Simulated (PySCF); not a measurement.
# How the method changes the constants of LiBr

State: ¹Σ⁺ (singlet), closed shell. Set-up: Li cc-pVDZ, Br cc-pVDZ-PP with ECP10; scalar-relativistic core potentials (PySCF 2.14). De refers to Li + Br in their high-spin ground configurations, without counterpoise correction. A positive dipole means Li(−)Br(+).

```tsv
Level	Re (Å)	ωe (cm⁻¹)	De (eV)	μ (D)	CPU s a point (SCF and correlation, without the integrals)
RHF	2.227	548	3.20	-7.60	0.019
RHF-MP2	2.227	547	4.06	n/a	0.032
RHF-SCS-MP2	2.228	546	3.98	n/a	n/a
RHF-CCSD	2.228	547	3.95	n/a	n/a
RHF-CCSD(T)	2.229	546	3.98	n/a	0.46
PBE	2.218	540	4.16	-6.84	0.3
revPBE	2.230	533	4.02	-6.91	0.23
PW91	2.216	541	4.21	-6.81	0.24
r²SCAN	2.218	544	4.30	-7.18	0.44
r²SCANh	2.216	546	4.28	-7.23	0.45
PBE0	2.211	548	4.14	-7.10	0.55
```

(1) Which functional lies closest to RHF-CCSD(T) in De, which farthest, and by how much do they differ from it?

(2) What does a quarter of exact exchange do here, going from PBE to PBE0?

(3) What does the step from GGA to meta-GGA do here, going from PBE to r²SCAN?

Measured (Huber and Herzberg, Constants of Diatomic Molecules (1979)): Re = 2.170427 Å, ωe = 563.16 cm⁻¹.

Correlated steps freeze 4 core orbitals. Correlated levels converge slowly with the basis: in double zeta they bind strong bonds too weakly, by up to about 1 eV, and carry superposition errors of some tenths. Where the molecule has an RHF reference, its open-shell atoms are computed with UHF.

The whole job (state search and all levels along the bond) took about 0.67 min on 1 thread of Arm Neoverse V2 (shared host), peak memory 0.4 GiB.

Answers

(1) Closest is revPBE (+0.1 pm in Re, -2.4 % in ωe, +0.04 eV in De against RHF-CCSD(T) in the same basis), farthest r²SCAN (-1.1 pm in Re, -0.4 % in ωe, +0.32 eV in De). CCSD(T) converges more slowly with the basis than the functionals do and binds too weakly in this one, so the order can change at the basis-set limit.

(2) PBE0 less PBE: -0.7 pm in Re, +1.5 % in ωe, -0.02 eV in De. Exact exchange removes part of the self-interaction that spreads semilocal densities, and in most molecules shortens and stiffens the bond and lowers De; so it does here.

(3) r²SCAN less PBE: +0.0 pm in Re, +0.7 % in ωe, +0.14 eV in De.
